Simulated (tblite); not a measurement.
Parent: `[CH3:1][C:2](=[O:3])[N:4]([CH3:5])[SiH3:6]` with C1–C2–N4–C5 0°, C3H9NOSi.

Computed geometry: GFN2-xTB, gas phase. One conformer each, not checked by frequencies here.

```csv
coordinate of the parent,value
C1–C2,1.500 Å
C2=O3,1.229 Å
C2–N4,1.335 Å
N4–C5,1.436 Å
N4–Si6,1.774 Å
C1–C2–O3,123.5°
C1–C2–N4,120.6°
O3–C2–N4,115.9°
C2–N4–C5,124.2°
C2–N4–Si6,106.2°
C5–N4–Si6,129.6°
```

Question: How does the shared frame change in `[CH3:1][C:2](=[O:3])[N:4]([CH3:5])[SiH2:6][CH2:7][SiH3:8]` with C1–C2–N4–C5 -1°, C2–N4–Si6–C7 -71°, N4–Si6–C7–Si8 -174°, C4H13NOSi2? Atoms pair as C1 = C1, C2 = C2, O3 = O3, N4 = N4, C5 = C5, Si6 = Si6 (parent first).

Answer: 
| parent | relative | value in the relative | change |
| --- | --- | --- | --- |
| C1–C2 | C1–C2 | 1.503 Å | +0.003 |
| C2=O3 | C2=O3 | 1.227 Å | -0.002 |
| C2–N4 | C2–N4 | 1.337 Å | +0.002 |
| N4–C5 | N4–C5 | 1.436 Å | 0.000 |
| N4–Si6 | N4–Si6 | 1.778 Å | +0.004 |
| C1–C2–O3 | C1–C2–O3 | 123.3° | -0.2 |
| C1–C2–N4 | C1–C2–N4 | 120.1° | -0.5 |
| O3–C2–N4 | O3–C2–N4 | 116.7° | +0.8 |
| C2–N4–C5 | C2–N4–C5 | 123.8° | -0.4 |
| C2–N4–Si6 | C2–N4–Si6 | 108.1° | +1.9 |
| C5–N4–Si6 | C5–N4–Si6 | 128.1° | -1.5 |

Of the parent's bonds, C1–C2 and N4–Si6 change most and about equally (+0.003 to +0.004 Å). Bonds of the relative outside the shared frame: Si6–C7 1.890, C7–Si8 1.893 Å. Point group Cs → C1.

Question: How does the shared frame change in `[CH2:1]=[N:2][SiH2:3][N:4]([CH3:5])[C:6]([CH3:7])=[O:8]` with C1–N2–Si3–N4 125°, N2–Si3–N4–C5 110°, Si3–N4–C6–C7 180°, C4H10N2OSi? Atoms pair as C1 = C7, C2 = C6, O3 = O8, N4 = N4, C5 = C5, Si6 = Si3 (parent first).

Answer: 
| parent | relative | value in the relative | change |
| --- | --- | --- | --- |
| C1–C2 | C7–C6 | 1.504 Å | +0.004 |
| C2=O3 | C6=O8 | 1.226 Å | -0.003 |
| C2–N4 | C6–N4 | 1.339 Å | +0.004 |
| N4–C5 | N4–C5 | 1.435 Å | -0.001 |
| N4–Si6 | N4–Si3 | 1.769 Å | -0.005 |
| C1–C2–O3 | C7–C6–O8 | 123.1° | -0.4 |
| C1–C2–N4 | C7–C6–N4 | 119.6° | -1.0 |
| O3–C2–N4 | O8–C6–N4 | 117.3° | +1.4 |
| C2–N4–C5 | C6–N4–C5 | 123.6° | -0.6 |
| C2–N4–Si6 | C6–N4–Si3 | 109.0° | +2.8 |
| C5–N4–Si6 | C5–N4–Si3 | 127.4° | -2.2 |

Of the parent's bonds, C1–C2, C2–N4 and N4–Si6 change most and about equally (-0.005 to +0.004 Å). Bonds of the relative outside the shared frame: C1=N2 1.247, N2–Si3 1.720 Å. Point group Cs → C1.
